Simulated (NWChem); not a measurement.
# SnH3OCl; SMILES [OH][SnH2][Cl]

```xyz
6

Sn    -0.3075    -0.3722    -0.0014
O      1.3706    -1.4138    -0.0530
Cl     0.2748     1.9108    -0.0094
H     -1.0885    -0.7463    -1.4645
H     -1.1512    -0.6379     1.4612
H      1.9809    -1.1802     0.6563
```
Atoms are numbered in this order, from 1.

All runs: NWChem. Coordinates come from a PBE0/def2-SVP optimisation. def2 effective core potentials on Sn; no spin-orbit coupling. Ions are spin-unrestricted doublets at the neutral geometry; other ion states weren't tried.

```json
[
 {"level": "B3LYP/def2-SVPD", "vertical ionisation energy, ΔSCF (eV)": "10.83", "−ε(HOMO) (eV)": "8.57", "ΔSCF minus −ε(HOMO) (eV)": "2.26"},
 {"level": "PBE/def2-SVPD", "vertical ionisation energy, ΔSCF (eV)": "10.37", "−ε(HOMO) (eV)": "7.31", "ΔSCF minus −ε(HOMO) (eV)": "3.06"},
 {"level": "PBE0/def2-SVPD", "vertical ionisation energy, ΔSCF (eV)": "10.90", "−ε(HOMO) (eV)": "8.82", "ΔSCF minus −ε(HOMO) (eV)": "2.08"},
 {"level": "LRC-wPBEh/def2-SVPD", "vertical ionisation energy, ΔSCF (eV)": "11.14", "−ε(HOMO) (eV)": "10.68", "ΔSCF minus −ε(HOMO) (eV)": "0.46"},
 {"level": "BHandHLYP/def2-SVPD", "vertical ionisation energy, ΔSCF (eV)": "11.29", "−ε(HOMO) (eV)": "10.10", "ΔSCF minus −ε(HOMO) (eV)": "1.19"}
]
```
